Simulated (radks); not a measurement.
Values are calculated unless marked as measured or tabulated.
Fractional charge and spin in the 2s shell of neon: the spin-up occupation runs from 0 to 1 and the spin-down occupation from 0 to 1; the fullest corner is Ne2+, [He] 2p(up 2, down 2) 2s(up 1, down 1). Level of theory: scalar-relativistic Kohn-Sham, PBEsol, spin-polarised, spherical densities, finite nucleus; Fermi nuclear charge, rms radius of each element as measured or else 0.836 A^(1/3) + 0.57 fm (a radial shooting solver on a logarithmic mesh with Libxc functionals). Energy (eV) minus the two flat planes that join the four corners (they meet along the diagonal where the two added fractions sum to one electron); zero is where a piecewise linear energy would lie.

down \ up       0    0.25     0.5    0.75       1
0           0.000  -2.343  -3.117  -2.332   0.000
0.25       -2.343  -2.915  -1.946   0.554  -2.166
0.5        -3.117  -1.946   0.738  -1.814  -2.879
0.75       -2.332   0.554  -1.814  -2.710  -2.151
1           0.000  -2.166  -2.879  -2.151   0.000

Corners above the fullest one (they belong to Ne3+ and the next ion): (up 1, down 0) 89.291 eV, (up 0, down 1) 89.291 eV, (up 0, down 0) 205.53 eV. With half an added electron in each spin the energy lies 0.738 eV from the planes, and with half an added electron in spin up alone -3.117 eV. The planes are only a guide here: the flat-plane condition holds for ground states with one frontier orbital, while this shell lies below other occupied shells, so the corners above the fullest one are inner-hole states and not the ground states of those ions.
